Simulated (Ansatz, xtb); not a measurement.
# A geometry optimisation of CH2Cl2FGe+ with r2SCAN-D4/def2-SVP

The starting geometry of this gas-phase singlet was built from a drawn formula by distance geometry and a force field; its bonds are those of `[CH2+][Ge]([F])([Cl])[Cl]`.

```xyz
7

C    -0.9408   -0.1947    0.3481
Cl   -2.5434   -2.9362   -0.6558
Cl   -2.7788   -1.8212    2.7152
F    -0.0852   -2.8798    1.3954
Ge   -1.5000   -1.9543    0.9665
H    -0.2719   -0.1194   -0.4420
H    -1.3194    0.6681    0.9424
```

Where would you expect an optimisation with r2SCAN-D4/def2-SVP to take it?

A new bond forms, giving a structure with Cl2 bridging C1 and Ge5, given below by its coordinates. Distances that change by over a tenth: Cl2–Ge5 (2.16 → 2.55 Å). Contacts that close: C1–Cl2 (3.33 → 1.83 Å).

The energy falls by 1.65 eV over 19 steps:

```
step  E − E(last) (eV)
   1             1.646
   3             1.302
   5             1.022
   7             0.598
   9             0.169
  11             0.021
  13             0.006
  15             0.000
  17             0.000
  19             0.000
```

Final geometry (Å):

```xyz
7

C    -1.2030   -0.5240    0.1413
Cl   -2.2215   -1.6992   -0.8278
Cl   -2.7048   -2.1260    2.9632
F    -0.0819   -3.0641    1.4642
Ge   -1.2546   -1.8444    1.5235
H    -0.2187   -0.3857   -0.3280
H    -1.7549    0.4060    0.3337
```

From the same start GFN2-xTB ends elsewhere, differing in C1–Ge5 (2.45 against 1.91 Å here), Cl2–Ge5 (3.32 against 2.55 Å here).

No frequencies were run, so the end isn't proven a minimum. Run with Ansatz 0.2.0, 31 s on 2 threads of Intel(R) Xeon(R) 6975P-C (Granite Rapids) (shared host).
